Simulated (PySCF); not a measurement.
BH5OP2.

```xyz
9

B      0.4331     0.0319    -0.0204
O      1.7968     0.0971    -0.0375
H      2.1616     0.5016    -0.8462
P     -0.3749    -0.9187     1.4600
H     -1.5081    -0.0490     1.6160
H      0.4037    -0.3211     2.5102
P     -0.6908     0.8370    -1.3871
H     -1.6609    -0.2206    -1.4362
H      0.0490     0.3775    -2.5362
```

The structure is a stationary point at PBE-D3(BJ)/def2-SVP. Other conformers were not sampled.

Method: PBE0/pcSseg-1 (PySCF). Non-relativistic, no solvent.

Computed absolute GIAO shielding of each atom: isotropic value and principal components (ppm):
```csv
atom,σ(iso),σ11,σ22,σ33,span
B1,32.1,-33.8,32.0,98.2,132.0
O2,112.8,-54.6,102.7,290.2,344.8
H3,25.1,20.7,23.6,30.9,10.3
P4,527.7,483.9,493.6,605.7,121.8
H5,28.8,23.9,28.3,34.1,10.2
H6,28.4,24.1,25.5,35.6,11.5
P7,529.1,473.0,502.2,612.1,139.1
H8,28.6,23.7,28.0,34.1,10.4
H9,28.9,24.8,26.1,35.9,11.1
```
